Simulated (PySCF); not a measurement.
CH3Br3Sn. Atoms are numbered in the order given.

```xyz
8

C      0.0000     0.0000     2.6049
Sn     0.0000     0.0000     0.4537
Br     2.0233    -1.1682    -0.4490
Br    -2.0233    -1.1682    -0.4490
Br     0.0000     2.3363    -0.4490
H      0.9039     0.5219     2.9457
H     -0.9039     0.5219     2.9457
H      0.0000    -1.0437     2.9457
```
Charge 0, spin multiplicity 1.

Coordinates come from a B3LYP-D3(BJ)/def2-SVP optimisation. The def2 effective core potentials stand for the cores of Sn; spin–orbit coupling is left out.

Computed with PBE/def2-TZVP (PySCF).

Symmetry labels are those of the subgroup Cs that the program uses (full group C3v).

Computed valence orbital energies around the gap with their symmetry:
```tsv
orbital	symmetry	energy (eV)
HOMO−7	A'	-9.07
HOMO−6	A'	-8.87
HOMO−5	A'	-7.58
HOMO−4	A"	-7.58
HOMO−3	A'	-7.35
HOMO−2	A"	-7.33
HOMO−1	A'	-7.33
HOMO	A"	-7.19
LUMO	A'	-3.54
LUMO+1	A"	-1.22
LUMO+2	A'	-1.22
LUMO+3	A'	-0.44
```
